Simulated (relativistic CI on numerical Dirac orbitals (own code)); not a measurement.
# Nb4+ (4d) in a crystal field

Calculated by Dirac-Coulomb-Breit CI, orbitals from a KLI potential per configuration, model QED (radiative potential, 1s self-energy scaled to tabulated hydrogen-like ionisation energies), valence Slater integrals scaled by 0.9, one configuration in a parametric crystal field (own radial code).

Field parameters in Wybourne normalisation: D4h B²₀ = −7Ds, B⁴₀ = 21(Dq − Dt), B⁴₄ = 21√(5/14) Dq. The field is a parameter set, without covalency.

S is read from ⟨S²⟩ = S(S + 1).

Levels (cm⁻¹, degeneracy): 0 (2), 702 (2), 1589 (2), 31106 (2), 32964 (2).

(1) Which field gives this pattern?
A. D4h, 10Dq = 32750, Ds = 950, Dt = 260 cm⁻¹
B. D4h, 10Dq = 32750, Ds = -680, Dt = 260 cm⁻¹
C. D4h, 10Dq = 32750, Ds = -1500, Dt = 260 cm⁻¹
D. D4h, 10Dq = 32750, Ds = 140, Dt = 260 cm⁻¹

## Answers

(1) D. D4h, 10Dq = 32750, Ds = 140, Dt = 260 cm⁻¹, ground level with S = 0.50.
